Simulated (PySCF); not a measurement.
Ga(Et)(OH)(OEt), C₄H₁₁GaO₂, SMILES C([O][Ga]([OH])[CH2]C)C, singlet at its GFN2-xTB optimised geometry (Å):

```
18

Ga    -0.2110    -0.3106     0.0000
C     -1.4969    -1.9121     0.0010
C     -0.7735    -3.2500     0.0323
H     -2.1185    -1.8191    -0.8898
H     -2.1478    -1.7926     0.8673
H     -0.1611    -3.3430     0.9297
H     -0.1244    -3.3644    -0.8365
H     -1.4944    -4.0682     0.0270
O      1.5461    -0.3106     0.0000
H      2.1478    -1.0496     0.0008
O     -1.1111     1.1917     0.0000
C     -0.9268     2.5881    -0.0067
C      0.5424     2.9855    -0.0266
H     -1.4349     2.9930    -0.8921
H     -1.4123     2.9991     0.8885
H      1.0172     2.5681    -0.9142
H      0.6459     4.0682    -0.0312
H      1.0397     2.5734     0.8510
```

Method: PBE0/def2-SVP run with PySCF. Cells within 0.4 Å of a nucleus heavier than hydrogen are left out (blank, or x).

Map of the Laplacian of the electron density (e/bohr⁵), clipped to [-1.50, 1.50] on the plane z = 0.0 Å:

```
|55555555555555555555555555555|
|55555555555555555555555555555|
|55555555555555555555555555555|
|55555555555555555555555555555|
|55555555555555555555555555555|
|55555555555555534555555555555|
|55555555555555524555555555555|
|555555555555554x5555555555555|
|555555555554x12x6555555555555|
|555555555555x4555555555555555|
|55555555555536555555555555555|
|55555555556xx6555555555555555|
|55555555556xx5555555555555555|
|55555555555668855665555555555|
|55555555555599x96x16555555555|
|5555555555559xx95xx6555555555|
|55555555555559966613555555555|
|55555555555345555555555555555|
|5555555555xx45555555555555555|
|55555555555545555555555555555|
|55555555555425555555555555555|
|555555555554xx555555555555555|
|55555555555225555555555555555|
|55555555554055555555555555555|
|55555555555555555555555555555|
|55555555555555555555555555555|
|55555555555555555555555555555|
|55555555555555555555555555555|
|55555555555555555555555555555|
```
Scale: ten equal steps from -1.50 (start of '0') to 1.50 (end of '9'), in the order '0123456789'; x runs from -6.50 to 6.50, y from -6.50 (bottom) to 6.50 (top).
